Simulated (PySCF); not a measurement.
C₃H₇B (SMILES C=CBC), singlet, at a GFN2-xTB geometry, with bond 11-8 at 2.4 times its length; CASSCF(4,3)/6-31G* run with PySCF.

Input for PySCF:
```python
from pyscf import gto, scf, mcscf
import numpy

mol = gto.M(
    atom='''
B    -0.675863   -0.030761    0.711517
H    -1.671763   -0.304609    1.270915
C     0.118320    1.248228    1.164171
H     1.021129    1.451361    0.594754
H     0.405729    1.156786    2.211650
H    -0.518297    2.131414    1.114882
C    -0.190488   -0.948174   -0.439796
C     0.559028   -0.556882   -1.469038
H    -0.520399   -1.983382   -0.443544
H     0.838222   -1.217773   -2.276337
H     1.385837    1.885974   -1.691972
''',
    basis='6-31g*',
    charge=0,
    spin=0,
    verbose=4,
)

mf = scf.RHF(mol)
mf.kernel()
mc = mcscf.CASSCF(mf, 3, 4)
mc.kernel()
occ = numpy.linalg.eigvalsh(mc.fcisolver.make_rdm1(mc.ci, mc.ncas, mc.nelecas))[::-1]
ss = mc.fcisolver.spin_square(mc.ci, mc.ncas, mc.nelecas)[0]
print('natural occupations', occ.round(4), ' <S^2>', round(ss, 4))
```

It wrote (shortened):

```
PySCF version 2.14.0

[INPUT] verbose = 4
[INPUT] num. atoms = 11
[INPUT] num. electrons = 30
[INPUT] charge = 0
[INPUT] spin (= nelec alpha-beta = 2S) = 0
[INPUT] symmetry False subgroup None
[INPUT] Mole.unit = angstrom
[INPUT] Symbol           X                Y                Z      unit          X                Y                Z       unit  Magmom
[...]
nuclear repulsion = 97.3942972955625
number of shells = 38
number of NR pGTOs = 136
number of NR cGTOs = 70
basis = 6-31g*
ecp = {}

******** <class 'pyscf.scf.hf.RHF'> ********
method = RHF
initial guess = minao
damping factor = 0
level_shift factor = 0
DIIS = <class 'pyscf.scf.diis.CDIIS'>
diis_start_cycle = 1
diis_space = 8
diis_damp = 0
SCF conv_tol = 1e-09
SCF conv_tol_grad = None
SCF max_cycles = 50
direct_scf = True
direct_scf_tol = 1e-13
Set gradient conv threshold to 3.16228e-05
Initial guess from minao.
init E= -142.434434059315
[...]
cycle= 1 E= -142.020890423534  delta_E= 0.414  |g|= 0.392  |ddm|= 2.68
[...]
cycle= 2 E= -142.068751985923  delta_E= -0.0479  |g|= 0.239  |ddm|= 0.629
[...]
cycle= 3 E= -142.086932336821  delta_E= -0.0182  |g|= 0.094  |ddm|= 0.294
[...]
cycle= 4 E= -142.090582012751  delta_E= -0.00365  |g|= 0.0167  |ddm|= 0.124
[...]
cycle= 5 E= -142.090795598561  delta_E= -0.000214  |g|= 0.00726  |ddm|= 0.028
[...]
cycle= 6 E= -142.090870840042  delta_E= -7.52e-05  |g|= 0.00391  |ddm|= 0.0183
[...]
cycle= 7 E= -142.090889049529  delta_E= -1.82e-05  |g|= 0.00115  |ddm|= 0.0114
[...]
cycle= 8 E= -142.090890708238  delta_E= -1.66e-06  |g|= 0.000299  |ddm|= 0.00422
[...]
cycle= 9 E= -142.090890772835  delta_E= -6.46e-08  |g|= 8.83e-05  |ddm|= 0.000906
[...]
cycle= 10 E= -142.090890778379  delta_E= -5.54e-09  |g|= 2.86e-05  |ddm|= 0.00021
[...]
cycle= 11 E= -142.090890779262  delta_E= -8.82e-10  |g|= 8.04e-06  |ddm|= 8.63e-05
[...]
Extra cycle  E= -142.090890779345  delta_E= -8.29e-11  |g|= 4.81e-06  |ddm|= 1.41e-05
converged SCF energy = -142.090890779345

******** <class 'pyscf.mcscf.mc1step.CASSCF'> ********
CAS (2e+2e, 3o), ncore = 13, nvir = 54
max_cycle_macro = 50
max_cycle_micro = 4
conv_tol = 1e-07
conv_tol_grad = None
orbital rotation max_stepsize = 0.02
orbital rotation threshold for CI restart = 0.01
augmented hessian ah_max_cycle = 30
augmented hessian ah_conv_tol = 1e-12
augmented hessian ah_linear dependence = 1e-14
augmented hessian ah_level shift = 1e-08
augmented hessian ah_start_tol = 2.5
augmented hessian ah_start_cycle = 3
[...]
CASCI E = -142.169564635389  S^2 = 0.0000000
[...]
macro iter  13 (  7 JK    2 micro), CASSCF E = -142.193390979700  dE = -1.23907019e-05  S^2 = 0.0000000
               |grad[o]|=0.00146  |grad[c]|=0.00674  |ddm|=0.000873  |maxRot[o]|=0.0679
macro iter  14 (  7 JK    2 micro), CASSCF E = -142.193406138794  dE = -1.51590946e-05  S^2 = 0.0000000
               |grad[o]|=0.00144  |grad[c]|=0.00704  |ddm|=0.000799  |maxRot[o]|=0.0689
macro iter  15 (  7 JK    2 micro), CASSCF E = -142.193423467358  dE = -1.73285640e-05  S^2 = 0.0000000
               |grad[o]|=0.00142  |grad[c]|=0.00731  |ddm|=0.000652  |maxRot[o]|=0.0694
macro iter  16 (  7 JK    2 micro), CASSCF E = -142.193441802839  dE = -1.83354810e-05  S^2 = 0.0000000
               |grad[o]|=0.00137  |grad[c]|=0.00762  |ddm|=0.000449  |maxRot[o]|=0.0696
macro iter  17 (  7 JK    2 micro), CASSCF E = -142.193459734024  dE = -1.79311849e-05  S^2 = 0.0000000
               |grad[o]|=0.00129  |grad[c]|=0.00781  |ddm|=0.000277  |maxRot[o]|=0.0697
macro iter  18 (  7 JK    2 micro), CASSCF E = -142.193475726345  dE = -1.59923207e-05  S^2 = 0.0000000
               |grad[o]|=0.00115  |grad[c]|=0.00784  |ddm|=0.00029  |maxRot[o]|=0.0698
macro iter  19 (  7 JK    2 micro), CASSCF E = -142.193488406479  dE = -1.26801342e-05  S^2 = 0.0000000
               |grad[o]|=0.000947  |grad[c]|=0.00774  |ddm|=0.00044  |maxRot[o]|=0.0698
macro iter  20 (  7 JK    2 micro), CASSCF E = -142.193496668263  dE = -8.26178433e-06  S^2 = 0.0000000
               |grad[o]|=0.0007  |grad[c]|=0.00749  |ddm|=0.000571  |maxRot[o]|=0.0698
macro iter  21 (  6 JK    2 micro), CASSCF E = -142.193499492643  dE = -2.82437921e-06  S^2 = 0.0000000
               |grad[o]|=0.000392  |grad[c]|=0.00367  |ddm|=0.00034  |maxRot[o]|=0.0499
macro iter  22 (  4 JK    1 micro), CASSCF E = -142.193499905518  dE = -4.12875266e-07  S^2 = 0.0000000
               |grad[o]|=0.000142  |grad[c]|=0.00109  |ddm|=8.71e-05  |maxRot[o]|=0.0276
macro iter  23 (  3 JK    1 micro), CASSCF E = -142.193499906097  dE = -5.79404968e-10  S^2 = 0.0000000
               |grad[o]|=3.09e-05  |grad[c]|=1.13e-05  |ddm|=4.9e-05  |maxRot[o]|=0.000158
1-step CASSCF converged in  23 macro (242 JK  58 micro) steps
CASSCF canonicalization
Density matrix diagonal elements [1.99919025 1.46799302 0.53281674]
CASSCF energy = -142.193499906097
CASCI E = -142.193499906097  E(CI) = -4.41917916251896  S^2 = 0.0000000
natural occupations [1.9998 1.4706 0.5296]  <S^2> 0.0
```
